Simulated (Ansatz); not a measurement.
Harmonic frequencies (cm⁻¹) at PBE0-D4/def2-TZVP from Ansatz: 253, 253, 458, 476, 976, 976.

(1) Which molecule is it?
A. `NB(N)Br`
B. `ClB(Cl)Cl`
C. `BrBBr`
D. `FB(F)[SeH]`

Results:

(1) B.
